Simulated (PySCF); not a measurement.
## Hg (mercury, neutral) across methods

[Xe] 4f14 5d10 6s1 6p1, high-spin 3P determinant (an excited configuration). Computed with PySCF 2.14 in aug-cc-pwCVTZ-PP with ECP60MDF (8s8p7d4f3g, 122 functions), with scalar relativity through the core potential.

| method | E (hartree) | mean ε 5d β (eV) | mean ε 6s α (eV) | mean ε 6p α (eV) | Σ⟨r²⟩ (bohr²) | ⟨S²⟩ |
| --- | --- | --- | --- | --- | --- | --- |
| PBE | -153.3477 | -11.662 | -8.717 | -2.518 | 62.72 | 2.002 |
| wB97X-V | -153.2814 | -15.962 | -11.778 | -4.887 | 61.74 | 2.001 |
| HSE06 | -153.3139 | -13.064 | -9.259 | -2.844 | 62.20 | 2.002 |
| LDA | -153.0829 | -11.830 | -8.988 | -2.589 | 62.34 | 2.001 |
| r2SCAN | -153.3827 | -11.895 | -9.055 | -2.708 | 61.21 | 2.004 |
| PBE0 | -153.3166 | -13.459 | -9.664 | -3.212 | 62.00 | 2.002 |
| wB97M-V | -153.2363 | -15.938 | -11.747 | -4.933 | 61.75 | 2.001 |

**Question.** Estimate the same row for UHF.

**Answer.** E (hartree) = -152.40542; mean ε 5d β (eV) = -18.115; mean ε 6s α (eV) = -11.776; mean ε 6p α (eV) = -5.023; Σ⟨r²⟩ (bohr²) = 62.38; ⟨S²⟩ = 2.005.

Energies and moments cover only the electrons outside the core potential. Spin-orbit coupling, absent here, splits the open shell strongly.
